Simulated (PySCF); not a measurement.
What does the GFN2-xTB structure of `CO[C@H]1SCCC1=O` look like in three dimensions?

```
atom  x, y, z in Å
C1     2.4406   -0.2189    0.9467
O2     1.1663    0.3828    0.8853
C3     0.5289    0.2300   -0.3388
S4    -0.1822   -1.4427   -0.5418
C5    -1.5750   -0.9657    0.5380
C6    -1.9305    0.4571    0.1454
C7    -0.6919    1.1612   -0.3560
O8    -0.6407    2.2889   -0.7524
H9     3.1286    0.2495    0.2351
H10    2.3735   -1.2904    0.7301
H11    2.7990   -0.0674    1.9621
H12    1.2007    0.4323   -1.1821
H13   -2.3836   -1.6734    0.3757
H14   -1.2291   -1.0284    1.5698
H15   -2.6588    0.4693   -0.6696
H16   -2.3534    1.0247    0.9761
```

Any rigid rotation of these coordinates is as good. Atoms count from 1 in this order. The C–C distances run from 1.510 Å (C6–C7, drawn single) to 1.536 Å (C3–C7, drawn single), a spread of 0.026 Å. O2 (ether oxygen) is bent (angle 114.0°). Of the pairs four or more bonds apart, S4···H10 is among the closest relative to their van der Waals radii: 2.86 Å, 95 % of the sum of Bondi's values. The 5-membered ring C3–S4–C5–C6–C7 has internal angles of 89.5° to 111.4° (sum 520°, against 540° for a flat polygon); it is puckered, 0.23 Å rms from its mean plane, widest ring torsion 40°.

Bonds between heavy atoms (Å): C1–O2 1.411, O2–C3 1.389, C3–S4 1.829, S4–C5 1.826, C5–C6 1.518, C6–C7 1.510, C7=O8 1.196, C3–C7 1.536.

Structure optimised with GFN2-xTB, isolated species.

Point group: C1 (no symmetry element, even within 0.4 Å). Whether it is a minimum is left open (no frequencies). One conformer, not necessarily the lowest (C1–O2–C3–S4 77°, O2–C3–S4–C5 78°, C3–S4–C5–C6 40°, S4–C5–C6–C7 -30°, C5–C6–C7–O8 179°).

The numbers are calculated, not measured.
